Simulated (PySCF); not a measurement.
Species: C₂H₆OSeSi.
Atom-mapped SMILES: `[CH3:1][C:2](=[O:3])[SiH2:4][SeH:5]` (hydrogens: H6, H7, H8 on C1; H9, H10 on Si4; H11 on Se5)

Method: PBE0-D3(BJ)/def2-SVP geometry optimisation, gas phase in PySCF 2.14.0; density fitting, grid level 1; the optimiser is geomeTRIC in internal coordinates, started from a GFN2-xTB structure with every atom displaced at random (about 0.01 Å).

Step 0: E = -77417.1436 eV
```
atom  x, y, z in Å  |  force x, y, z in eV/Å
C1     -1.5838    0.1363   -0.5803   -0.733   1.400  -0.341
C2     -0.1440   -0.1345   -0.5319    0.660   0.003   0.228
O3      0.4292   -0.7247   -1.4132    0.196  -0.242  -0.396
Si4     0.8573    0.4962    1.0262   -0.423  -0.484  -0.270
Se5     2.9039   -0.2191    0.5532    1.429   0.408   1.273
H6     -1.7526    1.2441   -0.5405    0.106  -0.524   0.082
H7     -2.0768   -0.2753    0.2884   -0.382  -0.310   0.595
H8     -2.0374   -0.2284   -1.4984   -0.132  -0.314  -0.325
H9      0.7207    1.9548    1.1258   -0.034   0.480   0.105
H10     0.2577   -0.1377    2.2318   -0.030   0.033   0.163
H11     2.4639   -0.7828   -0.6768   -0.657  -0.450  -1.115
```

Task: Estimate the geometry and energy of step 1. (The exact step hangs on the optimiser's Hessian estimate; all steps are aligned on step 0, rigid shifts and turns removed.)

Result: E = -77417.2673 eV, largest force 0.700 eV/Å
```
atom  x, y, z in Å  |  force x, y, z in eV/Å
C1     -1.6207    0.1609   -0.5932    0.102  -0.063   0.120
C2     -0.1462   -0.1479   -0.5503   -0.091  -0.009  -0.006
O3      0.4071   -0.7443   -1.4448    0.071  -0.001   0.016
Si4     0.8744    0.4610    1.0079    0.082   0.081   0.059
Se5     3.0117   -0.1921    0.6175   -0.343  -0.233  -0.564
H6     -1.7635    1.2500   -0.5380   -0.039   0.087  -0.013
H7     -2.1232   -0.2677    0.2915    0.034   0.004  -0.051
H8     -2.0682   -0.2347   -1.5144   -0.004  -0.015  -0.019
H9      0.7248    1.9463    1.1312   -0.010  -0.035  -0.035
H10     0.2811   -0.1298    2.2464   -0.018  -0.045  -0.014
H11     2.4607   -0.7729   -0.6694    0.216   0.228   0.507
```

The energy changes by -0.1237 eV. The first-order estimate −F·Δx gives -0.3468 eV and the mean of the old and new forces, exact on a quadratic surface, -0.1302 eV. The step makes an angle of 51° with the force vector and moves no atom by more than 0.128 Å.

The cost below is that of the whole optimisation. On one thread, Arm Neoverse V1 (aarch64), on a shared host, this took 42 s and 0.50 GiB of memory at its peak.
